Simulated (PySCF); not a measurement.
Predicted microwave data (PBE0/pcSseg-1 in PySCF (dipole) on a GFN2-xTB geometry, gas phase) for one isomer of C8H18S:

- Rotational constants: A = 2052, B = 848.6, C = 762.9 MHz
- Dipole components: |μa| = 0.21 D, |μb| = 0.74 D, |μc| = 1.23 D
- Inertial defect: -179.39 u·Å²
- κ: -0.87

Question: Which structure is it? (One computed conformer of each.)
A. `[CH3:1][S:2][CH2:3][C:4]([CH3:5])([CH3:6])[CH:7]([CH3:8])[CH3:9]` with C1–S2–C3–C4 -172°, S2–C3–C4–C5 68°, C3–C4–C7–C8 -50°
B. `[CH3:1][CH:2]([CH3:3])[CH2:4][C:5]([CH3:6])([CH3:7])[CH2:8][SH:9]` with C1–C2–C4–C5 -69°, C2–C4–C5–C6 -38°, C4–C5–C8–S9 -60°, C5–C8–S9–H 72°
C. `[CH3:1][CH2:2][S:3][CH2:4][C:5]([CH3:6])([CH3:7])[CH2:8][CH3:9]` with C1–C2–S3–C4 -75°, C2–S3–C4–C5 -172°, S3–C4–C5–C6 65°, C4–C5–C8–C9 -56°

Answer: A. It is CSCC(C)(C)C(C)C, an asymmetric top, point group C1. The candidates at the same level (rigid rotor, commonest isotopes):

| SMILES | A (MHz) | B (MHz) | C (MHz) | μa (D) | μb (D) | μc (D) | Δ (u·Å²) | point group | rotor |
| --- | --- | --- | --- | --- | --- | --- | --- | --- | --- |
| CC(C)CC(C)(C)CS | 1878 | 779.5 | 678.9 | 1.58 | 0.48 | 0.96 | -172.94 | C1 | asymmetric top |
| CSCC(C)(C)C(C)C | 2052 | 848.6 | 762.9 | 0.21 | 0.74 | 1.23 | -179.39 | C1 | asymmetric top |
| CCSCC(C)(C)CC | 1979 | 782.1 | 712.1 | 0.26 | 0.00 | 1.50 | -191.78 | C1 | asymmetric top |

`CCSCC(C)(C)CC` has B 8 % too low; `CC(C)CC(C)(C)CS` has C 11 % too low. No structure here is proved a minimum.
